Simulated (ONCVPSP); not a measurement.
## iodine: excitation energies, all-electron against ONCV

iodine, optimised norm-conserving Vanderbilt (ONCV), made with ONCVPSP 4.0.1 (PBEsol, scalar-relativistic). Core [Ar] 3d10, reference 4s2 4p6 4d10 5s2 5p4 (charge +1). Waves: 4s+5s: rc 1.35 bohr, ncon 4, nbas 8, qcut 10.1 1/bohr, 2 projectors; 4p+5p: rc 1.40 bohr, ncon 4, nbas 8, qcut 12.3 1/bohr, 2 projectors; 4d: rc 1.00 bohr, ncon 5, nbas 10, qcut 9.5 1/bohr, 2 projectors, debl 3 Ha; f scattering state at 0.23 Ha: rc 1.20 bohr, ncon 4, nbas 7, qcut 9.3 1/bohr, 1 projector. Local part: polynomial inside 0.65 bohr (lpopt 5, dvloc0 -1 Ha). Core correction: none.

Energies are relative to the spin-unpolarised reference configuration 4s2 4p6 4d10 5s2 5p4; without spin polarisation the order of configurations can differ from experiment.

```
valence configuration  charge  ΔE all-electron (eV)  error AE − PS (meV)
 4s2 4p6 4d10 5s2 5p3      +2                19.884                 -5.1
 4s2 4p6 4d10 5s2 5p2      +3                49.270                  -13
```

What are ΔE and the potential's error for 4s2 4p6 4d10 5s2 5p5?

ΔE = -11.151 eV all-electron; the error (AE − PS) is +2.7 meV.

What are ΔE and the potential's error for 4s2 4p5 4d10 5s2 5p5?

ΔE = 125.062 eV all-electron; the error (AE − PS) is -170 meV.

Levels in the configuration 4s2 4p6 4d10 5s2 5p5:

```csv
level,all-electron (eV),pseudo (eV)
4s,-180.330,-180.324
4p,-127.379,-127.376
4d,-50.210,-50.210
5s,-17.448,-17.448
5p,-7.098,-7.097
```

Note: ghosts flagged at negative energy: s at -100.1 eV; no localised positive-energy state flagged. A true bound ghost makes a file unfit for plane-wave use.
